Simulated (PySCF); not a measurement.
# How methods differ on the excitation energy of Ga

Ga [Ar] 3d10 4s2 4p1 (2P) → Ga [Ar] 3d10 4s1 4p2 (4P), as a difference of total energies. Calculation: PySCF 2.14, in x2c-TZVPPall with one added diffuse shell each of s, p, d type (7s6p5d1f, 57 functions); scalar relativity by spin-free X2C-1e. Correlated levels: valence: [Ar] 3d10 frozen. The calculations carry no spin-orbit coupling.

| method | excitation energy (eV) |
| --- | --- |
| UHF | 3.333 |
| MP2 (valence) | 4.031 |
| SCS-MP2 (valence) | 4.304 |
| CCSD (valence) | 4.268 |
| CCSD(T) (valence) | 4.288 |

Problem. How much does correlation contribute at CCSD(T) (valence)?

Solution. 4.288 − (3.333) = 0.955 eV, measured against UHF.
